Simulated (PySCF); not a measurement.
AlClH₄O₂SSi, SMILES [SiH2]([S][Al]([OH])[OH])Cl. Atoms are numbered in the order given.

```xyz
10

Si     1.8220    -0.3534     0.2944
Cl     0.8269     0.1428    -1.5546
S      0.3176    -0.1170     1.7213
Al    -1.1414     0.1292     0.0200
O     -1.8981     1.6333    -0.2164
O     -1.9432    -1.2999    -0.4273
H      2.3227    -1.7344     0.0762
H      2.9504     0.6097     0.3820
H     -1.6129     2.4673     0.1575
H     -2.7397    -1.2980    -0.9606
```

Geometry: PBE0-D3(BJ)/def2-SVP. The structure was generated by enumeration; whether it is a known compound was not checked. One conformer was computed; it need not be the lowest.

Calculation: KT2/pcSseg-1 (PySCF).

GIAO shieldings, no solvent; atoms listed in one row are averaged. δ = σ(ref) − σ: ²⁹Si against TMS (σ = 361.9 ppm); ³⁵Cl against HCl (σ = 945.4 ppm); ³³S against H2S (σ = 723.0 ppm); ¹⁷O against H2O (σ = 330.4 ppm); ¹H against TMS (σ = 31.47 ppm), references at their B3LYP-D3(BJ)/def2-TZVP geometries, non-relativistic (without spin–orbit terms, shifts of atoms bonded to Cl or Br come out too high).

Computed chemical shifts:
```
nucleus  atoms  count  δ (ppm)
-------  -----  -----  -------
²⁹Si       Si1      1     10.8
³⁵Cl       Cl2      1    147.2
³³S         S3      1      9.3
¹⁷O         O5      1     62.0
¹⁷O         O6      1     38.2
¹H          H7      1     6.32
¹H          H8      1     6.22
¹H          H9      1     2.28
¹H         H10      1     1.71
```
